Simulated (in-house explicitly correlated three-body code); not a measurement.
Computed with an exponentially correlated three-body code. Model: two electrons around a point charge, non-relativistic, variational in 260 exponentially correlated functions (energies converged to about 1e-7 hartree, or 1e-8 relative for large Z).

For two electrons in a singlet the Kohn-Sham orbital is the square root of half the density, so the exact Kohn-Sham potential and energy parts follow from the density alone, and exchange is minus half the Hartree energy. The Kohn-Sham level equals minus the binding energy of the second electron.

Command:
```bash
python run_hyl.py task.json out
```
Settings (lengths in bohr, energies in hartree):
```
Z                      2.18
interaction_strength   1
functions              260
states_tried           13
```

Cost of the run: 28 s on 1 thread of Intel(R) Xeon(R) Platinum 8375C CPU @ 2.90GHz (Ice Lake), with other jobs on the host.

**Those bound S and P states to n = 4 that converged, binding against the one-electron ion.**

Given: nuclear charge 2.18.

Computed: one-electron threshold -2.3762 hartree.

```json
{"term": "1 1S", "energy (hartree)": "-3.54390109", "binding (eV)": "31.775", "quantum defect": "0.22785"}
{"term": "2 3S", "energy (hartree)": "-2.61121675", "binding (eV)": "6.3951", "quantum defect": "0.27885"}
{"term": "2 1S", "energy (hartree)": "-2.57493076", "binding (eV)": "5.4077", "quantum defect": "0.12831"}
{"term": "2 3P", "energy (hartree)": "-2.56152563", "binding (eV)": "5.043", "quantum defect": "0.061797"}
{"term": "2 1P", "energy (hartree)": "-2.54836135", "binding (eV)": "4.6847", "quantum defect": "-0.01094"}
{"term": "3 3S", "energy (hartree)": "-2.46963556", "binding (eV)": "2.5425", "quantum defect": "0.27033"}
{"term": "3 1S", "energy (hartree)": "-2.46033168", "binding (eV)": "2.2893", "quantum defect": "0.12335"}
{"term": "3 3P", "energy (hartree)": "?", "binding (eV)": "?", "quantum defect": "?"}
{"term": "3 1P", "energy (hartree)": "-2.45291685", "binding (eV)": "2.0876", "quantum defect": "-0.012462"}
{"term": "4 3S", "energy (hartree)": "-2.42618136", "binding (eV)": "1.3601", "quantum defect": "0.26782"}
{"term": "4 1S", "energy (hartree)": "?", "binding (eV)": "?", "quantum defect": "?"}
{"term": "4 3P", "energy (hartree)": "-2.42117583", "binding (eV)": "1.2239", "quantum defect": "0.06561"}
{"term": "4 1P", "energy (hartree)": "-2.41943445", "binding (eV)": "1.1765", "quantum defect": "-0.012842"}
```

(1) What belongs in the row 3 3P?

(2) What belongs in the row 4 1S?

**Converged states only, values per electron or pair.**

```json
{"term": "1 1S", "mean r (bohr)": "0.83553", "mean r squared (bohr²)": "0.96024", "mean inverse r (1/bohr)": "1.8682", "mean r12 (bohr)": "1.2732", "mean inverse r12 (1/bohr)": "1.0576", "mean cosine": "-0.059235", "mean p1 dot p2 (bohr⁻²)": "0.18224", "delta r1 (bohr⁻³)": "2.4119", "delta r12 (bohr⁻³)": "0.1525"}
{"term": "2 3S", "mean r (bohr)": "2.2568", "mean r squared (bohr²)": "8.873", "mean inverse r (1/bohr)": "1.2675", "mean r12 (bohr)": "3.9176", "mean inverse r12 (1/bohr)": "0.30373", "mean cosine": "-0.015302", "mean p1 dot p2 (bohr⁻²)": "0.0092034", "delta r1 (bohr⁻³)": "1.7194", "delta r12 (bohr⁻³)": "-"}
{"term": "2 1S", "mean r (bohr)": "2.5927", "mean r squared (bohr²)": "12.087", "mean inverse r (1/bohr)": "1.2477", "mean r12 (bohr)": "4.5676", "mean inverse r12 (1/bohr)": "0.29008", "mean cosine": "-0.014969", "mean p1 dot p2 (bohr⁻²)": "0.011668", "delta r1 (bohr⁻³)": "1.704", "delta r12 (bohr⁻³)": "0.013839"}
{"term": "2 3P", "mean r (bohr)": "2.2958", "mean r squared (bohr²)": "9.5581", "mean inverse r (1/bohr)": "1.2465", "mean r12 (bohr)": "4.0057", "mean inverse r12 (1/bohr)": "0.31171", "mean cosine": "-0.041436", "mean p1 dot p2 (bohr⁻²)": "-0.095572", "delta r1 (bohr⁻³)": "1.6281", "delta r12 (bohr⁻³)": "-"}
{"term": "2 1P", "mean r (bohr)": "2.4966", "mean r squared (bohr²)": "11.406", "mean inverse r (1/bohr)": "1.2353", "mean r12 (bohr)": "4.3688", "mean inverse r12 (1/bohr)": "0.28905", "mean cosine": "-0.0022216", "mean p1 dot p2 (bohr⁻²)": "0.070532", "delta r1 (bohr⁻³)": "1.6509", "delta r12 (bohr⁻³)": "0.0013889"}
{"term": "3 3S", "mean r (bohr)": "5.0982", "mean r squared (bohr²)": "51.701", "mean inverse r (1/bohr)": "1.1638", "mean r12 (bohr)": "9.544", "mean inverse r12 (1/bohr)": "0.13489", "mean cosine": "-0.0042154", "mean p1 dot p2 (bohr⁻²)": "0.0023951", "delta r1 (bohr⁻³)": "1.6669", "delta r12 (bohr⁻³)": "-"}
{"term": "3 1S", "mean r (bohr)": "5.6156", "mean r squared (bohr²)": "63.422", "mean inverse r (1/bohr)": "1.1585", "mean r12 (bohr)": "10.573", "mean inverse r12 (1/bohr)": "0.13033", "mean cosine": "-0.0044824", "mean p1 dot p2 (bohr⁻²)": "0.0032754", "delta r1 (bohr⁻³)": "1.6641", "delta r12 (bohr⁻³)": "0.0039437"}
{"term": "3 3P", "mean r (bohr)": "5.3894", "mean r squared (bohr²)": "59.139", "mean inverse r (1/bohr)": "1.1582", "mean r12 (bohr)": "10.129", "mean inverse r12 (1/bohr)": "0.13583", "mean cosine": "-0.011602", "mean p1 dot p2 (bohr⁻²)": "-0.026469", "delta r1 (bohr⁻³)": "1.643", "delta r12 (bohr⁻³)": "-"}
{"term": "3 1P", "mean r (bohr)": "5.6914", "mean r squared (bohr²)": "66.144", "mean inverse r (1/bohr)": "1.1549", "mean r12 (bohr)": "10.723", "mean inverse r12 (1/bohr)": "0.12939", "mean cosine": "-0.00044195", "mean p1 dot p2 (bohr⁻²)": "0.02195", "delta r1 (bohr⁻³)": "1.6495", "delta r12 (bohr⁻³)": "0.00047551"}
{"term": "4 3S", "mean r (bohr)": "?", "mean r squared (bohr²)": "?", "mean inverse r (1/bohr)": "?", "mean r12 (bohr)": "?", "mean inverse r12 (1/bohr)": "?", "mean cosine": "?", "mean p1 dot p2 (bohr⁻²)": "?", "delta r1 (bohr⁻³)": "?", "delta r12 (bohr⁻³)": "-"}
{"term": "4 1S", "mean r (bohr)": "?", "mean r squared (bohr²)": "?", "mean inverse r (1/bohr)": "?", "mean r12 (bohr)": "?", "mean inverse r12 (1/bohr)": "?", "mean cosine": "?", "mean p1 dot p2 (bohr⁻²)": "?", "delta r1 (bohr⁻³)": "?", "delta r12 (bohr⁻³)": "?"}
{"term": "4 3P", "mean r (bohr)": "9.754", "mean r squared (bohr²)": "201.42", "mean inverse r (1/bohr)": "1.128", "mean r12 (bohr)": "18.84", "mean inverse r12 (1/bohr)": "0.075698", "mean cosine": "-0.0047608", "mean p1 dot p2 (bohr⁻²)": "-0.010799", "delta r1 (bohr⁻³)": "1.6465", "delta r12 (bohr⁻³)": "-"}
{"term": "4 1P", "mean r (bohr)": "10.157", "mean r squared (bohr²)": "218.69", "mean inverse r (1/bohr)": "1.1266", "mean r12 (bohr)": "19.642", "mean inverse r12 (1/bohr)": "0.073037", "mean cosine": "-0.00016265", "mean p1 dot p2 (bohr⁻²)": "0.0093899", "delta r1 (bohr⁻³)": "1.6491", "delta r12 (bohr⁻³)": "0.0002102"}
```

(3) What belongs in the row 4 3S?

(4) What belongs in the row 4 1S?

**Electric-dipole lines between converged S and P states, rate of the upper state's decay.**

| s state | p state | p minus s (eV) | oscillator strength from s | rate (1/s) |
| --- | --- | --- | --- | --- |
| 1 1S | 2 1P | 27.09 | 0.31911 | 3.3872e+09 |
| 1 1S | 3 1P | 29.687 | 0.082986 | 1.0579e+09 |
| 1 1S | 4 1P | 30.598 | 0.03351 | 4.5379e+08 |
| 2 1S | 2 1P | ? | ? | ? |
| 2 1S | 3 1P | 3.3202 | 0.1783 | 2.8429e+07 |
| 2 1S | 4 1P | 4.2313 | 0.055636 | 1.4407e+07 |
| 3 1S | 2 1P | -2.3954 | -0.13009 | 3.2389e+07 |
| 3 1S | 3 1P | 0.20177 | 0.55319 | 325740 |
| 3 1S | 4 1P | ? | ? | ? |
| 4 1S | 2 1P | -3.4251 | -0.023867 | 1.2149e+07 |
| 4 1S | 3 1P | -0.82792 | -0.27684 | 8.234e+06 |
| 4 1S | 4 1P | 0.083184 | 0.75972 | 76036 |
| 2 3S | 2 3P | 1.3522 | 0.47713 | 1.2618e+07 |
| 2 3S | 3 3P | 4.1963 | 0.092114 | 2.3461e+07 |
| 2 3S | 4 3P | 5.1713 | 0.033785 | 1.3068e+07 |
| 3 3S | 2 3P | -2.5005 | -0.18052 | 4.8974e+07 |
| 3 3S | 3 3P | 0.34365 | 0.79058 | 1.3504e+06 |
| 3 3S | 4 3P | 1.3187 | 0.079362 | 1.996e+06 |
| 4 3S | 2 3P | -3.6829 | -0.029068 | 1.7108e+07 |
| 4 3S | 3 3P | -0.8388 | -0.38086 | 1.1628e+07 |
| 4 3S | 4 3P | 0.13621 | 1.0804 | 289920 |

(5) What belongs in the row 2 1S 2 1P?

(6) What belongs in the row 3 1S 4 1P?

**Density and exact potentials over r, pair density (one pair, times 4 pi r12^2) and exact minus Kohn-Sham pair density over r12.**

```tsv
radius (bohr)	radial density (electrons/bohr)	exchange potential (hartree)	intracule density (1/bohr)	Coulomb hole against Kohn-Sham (1/bohr)	correlation potential (hartree)
0.102	0.40606	-1.8259	0.021321	-0.0116	-0.044
0.119	0.51406	-1.8126	0.02916	-0.01523	-0.04
0.139	0.64428	-1.7953	0.039927	-0.01985	-0.036
0.162	0.79409	-1.7736	0.054307	-0.02551	-0.03
0.189	0.96495	-1.7462	0.073775	-0.03241	-0.024
0.221	1.1545	-1.7114	0.10017	-0.04062	-0.016
0.258	1.35	-1.6691	0.13465	-0.04968	-0.008
0.302	1.5444	-1.6168	0.18013	-0.05926	0
0.353	?	?	?	?	?
0.412	1.8458	-1.4836	0.30626	-0.07434	0.016
0.482	1.9167	-1.4007	0.38814	-0.07626	0.023
0.563	1.9097	-1.3091	0.47692	-0.07146	0.027
0.657	1.8175	-1.21	0.56496	-0.05855	0.028
0.768	1.64	-1.1039	0.64129	-0.03735	0.027
0.897	?	?	?	?	?
1.05	1.1034	-0.88536	0.6922	0.01589	0.019
1.22	0.81903	-0.7837	0.64428	0.03492	0.014
1.43	0.5449	-0.68227	0.54185	0.04296	0.009
1.67	0.32914	-0.59141	0.40789	0.03823	0.005
1.95	0.17606	-0.50997	0.26855	0.02572	0.003
2.28	0.081083	-0.43765	0.1501	0.01234	0.001
2.67	0.031193	-0.37427	0.068859	0.003346	0.001
```

(7) What belongs in the row 0.353?

(8) What belongs in the row 0.897?

Answers

(1) energy (hartree): -2.45700675; binding (eV): 2.1989; quantum defect: 0.064763.

(2) energy (hartree): -2.42249139; binding (eV): 1.2597; quantum defect: 0.12192.

(3) mean r (bohr): 9.2106; mean r squared (bohr²): 177.27; mean inverse r (1/bohr): 1.1303; mean r12 (bohr): 17.752; mean inverse r12 (1/bohr): 0.075551; mean cosine: -0.0016946; mean p1 dot p2 (bohr⁻²): 0.0009471; delta r1 (bohr⁻³): 1.656.

(4) mean r (bohr): 9.9114; mean r squared (bohr²): 206.25; mean inverse r (1/bohr): 1.1281; mean r12 (bohr): 19.151; mean inverse r12 (1/bohr): 0.073534; mean cosine: -0.0018761; mean p1 dot p2 (bohr⁻²): 0.0013434; delta r1 (bohr⁻³): 1.6552; delta r12 (bohr⁻³): 0.0016287.

(5) p minus s (eV): 0.72299; oscillator strength from s: 0.33052; rate (1/s): 2.4989e+06.

(6) p minus s (eV): 1.1129; oscillator strength from s: 0.17422; rate (1/s): 3.1209e+06.

(7) radial density (electrons/bohr): 1.7159; exchange potential (hartree): -1.5551; intracule density (1/bohr): 0.2372; Coulomb hole against Kohn-Sham (1/bohr): -0.06801; correlation potential (hartree): 0.009.

(8) radial density (electrons/bohr): 1.3946; exchange potential (hartree): -0.99534; intracule density (1/bohr): 0.68883; Coulomb hole against Kohn-Sham (1/bohr): -0.01088; correlation potential (hartree): 0.024.
